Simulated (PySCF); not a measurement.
Gas-phase reaction: 2 InCl₂ + 3 H₂ + 2 InH → 4 InH₂Cl

Computed with PySCF and rigid-rotor harmonic-oscillator thermochemistry at 1 bar. † marks an energy on the PBE0/def2-TZVP geometry and frequencies; other levels use their own. CCSD(T) freezes the core. Open shells (unrestricted): InCl₂ (multiplicity 2); the rest are closed-shell singlets. B3LYP is the form with VWN-RPA correlation. In: scalar-relativistic def2 core potential, no spin-orbit coupling. InCl₂, InH, InH₂Cl: computed as isolated molecules; such fragments, hydroxides, amides, oligomers or adducts are transient or little studied in the gas. CCSD(T) isn't extrapolated to the basis-set limit; its ΔH°(298 K) is -171.7 kJ in def2-SVP and -186.7 kJ in def2-TZVPP. The harmonic model lacks anharmonicity and excited electronic states, which grow with temperature; levels with a mode under 35 cm⁻¹ are left out. Soft modes under 120 cm⁻¹ make the harmonic entropy rough for InCl₂.

| level | ΔE electronic, kJ | ΔH°(298 K), kJ | ΔS°(298 K), J/K | ΔG°(1400 K), kJ |
|---|---|---|---|---|
| B3LYP/def2-TZVP† | -118 | -110 | -330 | 358 |
| CCSD(T)/def2-SVP† | -180 | -172 | -330 | 296 |
| CCSD(T)/def2-TZVPP† | -195 | -187 | -330 | 281 |
| M06-2X/def2-TZVP† | -146 | -137 | -330 | 330 |
| PBE/def2-SVP | -146 | -140 | -333 | 330 |
| PBE0/def2-QZVP† | -191 | -183 | -330 | 285 |
| LDA/def2-TZVP† | -276 | -267 | -330 | 201 |
| ωB97M-V/def2-TZVP† | -216 | -208 | -330 | 260 |
ΔH° is lowest at LDA/def2-TZVP† and highest at B3LYP/def2-TZVP†. No reference value is set beside these.
